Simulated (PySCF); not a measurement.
# Diatomic anions of Ca with the chalcogens

PBE0 with double-zeta basis sets in PySCF, for the lowest determinant that a PBE0 search found; no spin–orbit coupling. De refers to high-spin ground-configuration atoms (the charge goes to the atom of lower measured ionisation energy or higher electron affinity, which is not always the lowest computed limit). A positive dipole points towards Ca; it is taken about the centre of mass and depends on that origin.

| M | basis | charged atom | state (unpaired electrons) | Re (Å) | ωe (cm⁻¹) | De (eV) | μ (D) |
| --- | --- | --- | --- | --- | --- | --- | --- |
| O | def2-SVPD | O− | doublet (σ ↑) | 1.886 | 706 | 3.71 | 1.97 |
| S | def2-SVPD | S− | doublet (σ ↑) | 2.408 | 420 | 2.93 | 3.13 |
| Se | def2-SVPD | Se− | doublet (σ ↑) | 2.545 | 316 | 2.69 | 0.84 |

The shortest bond is that of CaO⁻ (1.886 Å), the longest that of CaSe⁻ (2.545 Å).

Down a group the atoms grow and get heavier, so bonds lengthen and wavenumbers fall; this series shows no clear exception.

Spin–orbit coupling is left out. For an ion De counts to the pair picked by the measured ionisation energies or electron affinities, which need not be the lowest pair at this level. The highest Kohn–Sham level is positive in some of these anions. Much of that is self-interaction error, but it also means that the finite basis helps to hold the extra electron. States were picked by a PBE0 search and need not be the measured ground states.
